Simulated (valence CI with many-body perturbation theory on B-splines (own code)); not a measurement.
# Energy levels of Er⁴⁵⁺

Level of theory: relativistic CI+MBPT: five valence electrons over a frozen Dirac-Fock core [Ar], radial functions for each j: 7 s, 7 p, 8 d, 6 f, 4 g, 1 h, with the one-electron correlation potential Σ1 (screened to all orders), the two-electron term Σ2, the three-electron term Σ3, Breit, model QED; selected single and double excitations, second order for the rest, scaled by the run's own slope (own B-spline code, finite nucleus).

The last digits are not significant, and no measured levels were compared; by estimate large intervals hold to a few tenths of a per cent, small ones and those within an open d or f shell to about a per cent. Among the levels kept, up to 260 cm⁻¹ of a level comes from second order outside the variational space, and about a tenth of that is noise between levels of different J, which matters for small intervals. Only levels of the ground parity were solved; by the run's estimate the other parity begins above the list, which can be wrong where configurations are misplaced.

Levels 1 to 37 of 37, with energies above the lowest level, (3d3/2^4 3d5/2) J=5/2. "Leading %" is the weight of the configuration and term that name the level; weights of strongly mixed levels are sums over their largest components and can fall short. In the jj column 3d3/2^4 stands for four electrons in 3d with j = 3/2. Lifetimes count E1, E2, E3, M1 and M2 decay at the calculated energies, and are blank where another channel may lead or the interval is too uncertain; long ones can be off by a factor of two.

```
No.  Configuration  Term     J  E (eV)  Leading %  Second component  Lifetime      g               Leading jj
  1            3d5    4P   5/2    0.00         28       23 % 3d5 2D            1.334     3d3/2^4 3d5/2 (94 %)
  2            3d5    6S   5/2   36.14         38       23 % 3d5 2F   1.13 μs  1.333   3d3/2^3 3d5/2^2 (90 %)
  3            3d5    4G   7/2   46.97         35       25 % 3d5 2F   2.23 μs  1.155   3d3/2^3 3d5/2^2 (99 %)
  4            3d5    2H  11/2   48.33         42       36 % 3d5 4G            1.109   3d3/2^3 3d5/2^2 (98 %)
  5            3d5    4D   3/2   48.38         39       31 % 3d5 4P    886 ns  1.180   3d3/2^3 3d5/2^2 (98 %)
  6            3d5    4G   9/2   52.89         32       28 % 3d5 2G    614 μs  1.136   3d3/2^3 3d5/2^2 (96 %)
  7            3d5    4D   5/2   55.79         31       29 % 3d5 2D   18.9 μs  1.138   3d3/2^3 3d5/2^2 (92 %)
  8            3d5    4P   1/2   58.20         46       27 % 3d5 2S   79.4 μs  1.826   3d3/2^3 3d5/2^2 (88 %)
  9            3d5    2F   7/2   60.23         39       31 % 3d5 2G   24.0 μs  1.083   3d3/2^3 3d5/2^2 (97 %)
 10            3d5    2D   3/2   73.70         59       21 % 3d5 4F   7.13 μs  0.793   3d3/2^3 3d5/2^2 (85 %)
 11            3d5    6S   5/2   82.46         30       29 % 3d5 2D    481 ns  1.279   3d3/2^2 3d5/2^3 (88 %)
 12            3d5    4D   7/2   89.78         52       41 % 3d5 4G    908 ns  1.210   3d3/2^2 3d5/2^3 (99 %)
 13            3d5    2I  11/2   90.42         51       48 % 3d5 4G   1.33 μs  1.084   3d3/2^2 3d5/2^3 (98 %)
 14            3d5    4G   9/2   92.24         59       37 % 3d5 2G   1.35 μs  1.141   3d3/2^2 3d5/2^3 (96 %)
 15            3d5    2I  13/2   95.08        100                              1.068  3d3/2^2 3d5/2^3 (100 %)
 16            3d5    4D   1/2   95.85         77       14 % 3d5 2S    731 ns  0.490   3d3/2^2 3d5/2^3 (97 %)
 17            3d5    4P   3/2   97.04         53       34 % 3d5 4F    479 ns  1.172   3d3/2^2 3d5/2^3 (96 %)
 18            3d5    2F   5/2   98.35         42       30 % 3d5 4D    895 ns  1.020   3d3/2^2 3d5/2^3 (96 %)
 19            3d5    2H   9/2  103.13         53       47 % 3d5 4F    713 ns  1.099  3d3/2^2 3d5/2^3 (100 %)
 20            3d5    2G   7/2  105.33         61       35 % 3d5 2F   2.48 μs  0.982   3d3/2^2 3d5/2^3 (99 %)
 21            3d5    4F   5/2  107.03         63       25 % 3d5 2D    690 ns  1.044   3d3/2^2 3d5/2^3 (98 %)
 22            3d5    2D   3/2  108.19         87       10 % 3d5 4D   1.78 μs  0.840   3d3/2^2 3d5/2^3 (85 %)
 23            3d5    2G   7/2  112.88         46       36 % 3d5 2F   1.26 μs  1.035   3d3/2^2 3d5/2^3 (94 %)
 24            3d5    4P   1/2  113.00         39       35 % 3d5 2P    838 ns  1.781   3d3/2^2 3d5/2^3 (80 %)
 25            3d5    2G   9/2  120.62         77       12 % 3d5 2H   2.15 μs  1.104   3d3/2^2 3d5/2^3 (96 %)
 26            3d5    2P   3/2  134.69         74       25 % 3d5 2D   2.05 μs  1.181   3d3/2^2 3d5/2^3 (96 %)
 27            3d5    2D   5/2  134.80         30       23 % 3d5 4P    410 ns  1.262     3d3/2 3d5/2^4 (61 %)
 28            3d5    2D   5/2  138.28         47       28 % 3d5 2F    527 ns  1.131   3d3/2^2 3d5/2^3 (56 %)
 29            3d5    4F   7/2  144.08         29       28 % 3d5 2F    433 ns  1.183     3d3/2 3d5/2^4 (99 %)
 30            3d5    2H  11/2  145.68         56       27 % 3d5 2I    540 ns  1.066     3d3/2 3d5/2^4 (99 %)
 31            3d5    2D   3/2  147.14         31       29 % 3d5 4D    344 ns  0.961     3d3/2 3d5/2^4 (97 %)
 32            3d5    2G   9/2  152.53         58       16 % 3d5 2H    621 ns  1.111     3d3/2 3d5/2^4 (95 %)
 33            3d5    2D   5/2  156.64         65       22 % 3d5 2F    554 ns  1.109     3d3/2 3d5/2^4 (86 %)
 34            3d5    2G   7/2  159.57         56       33 % 3d5 2F    612 ns  1.001     3d3/2 3d5/2^4 (96 %)
 35            3d5    2P   1/2  167.39         56       33 % 3d5 2S    581 ns  1.203     3d3/2 3d5/2^4 (88 %)
 36            3d5    2D   3/2  181.04         75       18 % 3d5 2P    424 ns  0.871     3d3/2 3d5/2^4 (94 %)
 37            3d5    2D   5/2  198.26         43       23 % 3d5 2F    243 ns  1.146           3d5/2^5 (93 %)
```

The ionisation energy to 3d4 3P_0 of the next ion comes out as 3741.9 eV (NIST: 3742 ± 4 eV (theoretical)). All 37 levels together are meant to be complete up to 206.19 eV.
